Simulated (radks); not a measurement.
Removal energies from neutral barium, [Xe] 6s2, by Delta-SCF beside the eigenvalue of the level emptied. Method: Dirac Kohn-Sham, PBE, spin-unpolarised, spherical densities, finite nucleus; Fermi nuclear charge, rms radius of each element as measured or else 0.836 A^(1/3) + 0.57 fm; computed with a radial shooting solver on a logarithmic mesh with Libxc functionals. Sub-shells are occupied by j as written (lower j first in brackets).

| removed from | final configuration | Delta-SCF (eV) | -eigenvalue (eV) |
|---|---|---|---|
| 6s1/2 | [Xe] 6s1 | 5.361 | 3.229 |
| 5p3/2 | [Kr] 4d10 5s2 5p(1/2: 2, 3/2: 3) 6s2 | 22.594 | 18.094 |
| 5p1/2 | [Kr] 4d10 5s2 5p(1/2: 1, 3/2: 4) 6s2 | 24.826 | 20.165 |
| 5s1/2 | [Kr] 4d10 5s1 5p6 6s2 | 38.762 | 33.630 |
